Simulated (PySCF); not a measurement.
A PySCF script (with the pyscf-properties extension) for the NMR shieldings of `FC(F)(F)[SiH2]N([SiH3])[SiH3]`, CH8F3NSi3, on a GFN2-xTB geometry:

```python
import basis_set_exchange as bse
import numpy as np
from pyscf import gto, dft
from pyscf.prop import nmr

atoms = """
F     2.185484   -1.440335   -0.977289
C     2.241073   -0.594032    0.070821
F     3.505611   -0.121716    0.087674
F     2.126895   -1.363989    1.173260
Si    0.969798    0.857293   -0.030280
N    -0.609791    0.227138    0.196336
Si   -0.969301   -1.459992    0.601891
Si   -1.949134    1.364334    0.113561
H     1.179326    1.404298   -1.371342
H     1.403097    1.765945    1.033272
H    -2.416402   -1.597099    0.435345
H    -0.581858   -1.683778    1.992679
H    -0.260046   -2.317211   -0.339488
H    -2.623235    1.375172    1.410580
H    -1.364812    2.668200   -0.186341
H    -2.844305    0.924716   -0.954608
"""
names = dict.fromkeys(["F", "C", "Si", "N", "H"], "pcSseg-1")
basis = {el: gto.basis.parse(bse.get_basis(n, elements=[el], fmt="nwchem")) for el, n in names.items()}
mol = gto.M(atom=atoms, basis=basis, charge=0, verbose=0)
mf = dft.RKS(mol, xc="PBE0")
mf.grids.level = 2
mf.grids.alignment = dft.numint.BLKSIZE   # the property module wants whole blocks of grid points
mf.conv_tol = 1e-9
mf.kernel()

calc = nmr.RKS(mf)   # GIAO
C = mf.mo_coeff
Co = C[:, mf.mo_occ > 0]
resp = mf.gen_response(singlet=True, hermi=2)
def vind(x):   # induced exchange potential for any number of trial vectors
    d = np.einsum("pi,xij,qj->xpq", C, 2 * x.reshape(-1, C.shape[1], Co.shape[1]), Co, optimize=True)
    return np.einsum("xpq,pi,qj->xij", resp(d - d.transpose(0, 2, 1)), C, Co, optimize=True).ravel()
mo1, _ = nmr.rhf.solve_mo1(calc, with_cphf=vind)
sigma = calc.kernel(mo1)
for i, s in enumerate(sigma):   # ppm
    print("%2d %-2s %9.2f" % (i, mol.atom_pure_symbol(i), np.trace(s) / 3))
```

Question: Give the expected output.

Answer: 
```
 0 F     242.17
 1 C      48.32
 2 F     247.31
 3 F     245.20
 4 Si    390.55
 5 N     295.03
 6 Si    393.82
 7 Si    397.73
 8 H      26.89
 9 H      26.88
10 H      27.08
11 H      26.76
12 H      26.68
13 H      26.95
14 H      27.06
15 H      26.94
```

These numbers come from an equivalent density-fitted implementation of the same equations, which agrees with the script to about 0.01 ppm for H and up to a few tenths of a ppm for heavy atoms, so last digits may differ.

Question: Turn these shieldings into chemical shifts. Chemical shifts δ = σref − σ; CFCl3 for $^{19}$F (σ = 170.95 ppm); TMS for $^{13}$C (σ = 186.93 ppm), $^{29}$Si (σ = 349.16 ppm), $^{1}$H (σ = 31.72 ppm); $^{15}$N (σ = 267.73 ppm) against NH3, all at this level.

Answer: Averaging equivalent atoms: F 0/2/3: -73.9; C 1: 138.6; Si 4: -41.4; Si 6/7: -46.6; N 5: -27.3; H 8/9: 4.83; H 10/11/12/13/14/15: 4.81 ppm. Unscaled 19F shifts against computed CFCl3 carry errors that often reach 10 to 50 ppm. Experimental scales use liquid or dissolved standards, which lie at an offset from isolated NH3 (liquid NH3: subtract about 20 ppm).

Size and cost of the density-fitted run: 197 basis functions, 60 s wall time on 1 thread of an Arm Neoverse N1, shared host; peak memory 0.88 GiB.
